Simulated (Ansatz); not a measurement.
Molecule: CH2N (charge 0, doublet). It need not be the lowest isomer of its formula. 
Coordinates optimised at B3LYP-D3(BJ)/def2-TZVP (Ansatz, an electronic-structure program):
SMILES: [CH][NH]
```xyz
4

C      0.0330     0.0062    -0.6452
N     -0.0307    -0.0059     0.5805
H      0.9162     0.2940    -1.2272
H     -0.8993    -0.2899     1.0349
```
Charge 0, spin multiplicity 2.

Basis-set convergence of Hartree-Fock and CCSD correlation energies (hartree) with Ansatz. Correlated levels leave the core frozen unless marked. UHF or UKS for open shells. Spin-orbit coupling is left out. Non-relativistic.

```tsv
basis	functions	E(HF)	E(corr, CCSD)
aug-cc-pVDZ	64	-93.41746	-0.30753
aug-cc-pVTZ	138	?	?
```

Task: Fill in the missing entries.

Result: 
- aug-cc-pVTZ, E(HF): -93.43895
- aug-cc-pVTZ, E(corr, CCSD): -0.36043
